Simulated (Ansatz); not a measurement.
```xyz
3

N     0.0000    0.0000    0.0000
C     0.0000    2.2532    1.7289
N     0.0000   -2.1765    1.6701
```

Basis set: pcseg-2 (spherical functions). Charge 0, multiplicity 1.

Computed with Ansatz (development build ahead of 0.2.0); each method stands on the lowest determinant of its kind that the runs found.

The atomization energy at this shape (free ground-state atoms in the same class of orbitals less the molecule, no zero-point energy) of singlet CN₂:

| method | atomization energy |
| --- | --- |
| RHF | -1314.1 kJ/mol |

(1) What does UHF give?

## Answers

(1) -66.3 kJ/mol. Caution: the shape is not the minimum. Caution for UHF: the unrestricted determinant is a mixture of spin states. Caution for RHF: an unrestricted determinant lies well below; the molecule lies well above its atoms at this level.
